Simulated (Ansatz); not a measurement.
`CO[SiH2][S][GeH3]` → C• + Ge• + 8 H• + O• + S• + Si•  (atomization)

Gas-phase electronic energies from Ansatz, PBE0-D4/def2-TZVP geometries. CCSD(T)/CBS is the MP2 limit (def2-TZVPP, def2-QZVPP) plus CCSD(T) − MP2 in def2-TZVPP, frozen cores. This one scheme is used for every species, atoms too. DFT in def2-TZVPP. B3LYP here is the variant with VWN-RPA as its local correlation; programs differ in this. Open shells (•) are unrestricted, without spin–orbit coupling. Spin–orbit coupling would lower the free atoms: a little for C, O, S, Si; clearly for Ge. Bonds to Ge are less sure, by a few kJ/mol each and by 10 to 20 or more in all where they break to atoms, as the def2 sets lack core-valence functions. Scalar relativity is left out up to krypton. Each species was taken in one conformer, which may not be the lowest.

| level | ΔE (eV) | difference from CCSD(T)/CBS |
| --- | --- | --- |
| PBE-D4 | 44.51 | -0.04 |
| r2SCAN-D4 | 44.49 | -0.06 |
| PBE0-D4 | 44.05 | -0.50 |
| B3LYP-D4 | 44.20 | -0.35 |
| ωB97X-V | 44.70 | 0.15 |
| ωB97M-V | 44.44 | -0.11 |
| B2PLYP | 43.72 | -0.83 |
| PBE | 44.17 | -0.38 |
| r2SCAN | 44.40 | -0.15 |
| PBE0 | 43.76 | -0.79 |
| B3LYP | 43.65 | -0.90 |
| HF/def2-TZVPP | 32.51 | -12.04 |
| MP2/def2-TZVPP | 43.69 | -0.86 |
| SCS-MP2/def2-TZVPP | 43.75 | -0.80 |
| CCSD/def2-TZVPP | 42.84 | -1.71 |
| CCSD(T)/def2-TZVPP | 43.43 | -1.12 |
| HF/def2-QZVPP | 32.57 | -11.98 |
| MP2/def2-QZVPP | 44.35 | -0.20 |
| SCS-MP2/def2-QZVPP | 44.51 | -0.04 |
| HF/CBS(def2) | 32.57 | -11.98 |
| MP2/CBS(def2) | 44.81 | 0.26 |
| CCSD/CBS(def2) | 43.96 | -0.59 |
| CCSD(T)/CBS | 44.55 | 0 |

Largest T1 diagnostic among the species: 0.012.

In def2-TZVPP, CCSD(T) changes the Hartree–Fock value by +10.92 eV (the triples alone add +0.58 eV) and MP2 by +11.18 eV; breaking electron pairs costs correlation energy, which Hartree–Fock lacks. The D4 term adds +0.55 eV with B3LYP and +0.29 eV with PBE0; it sums over pairs of atoms, weighted by their polarisabilities, and B3LYP, whose exchange is more repulsive, gets the larger term.

For atomizations the MP2-based limit and the directly extrapolated one differ by several kJ/mol either way, and by 10 to 25 for some Ge, Se and Sn compounds, so smaller differences from it don't rank the levels.
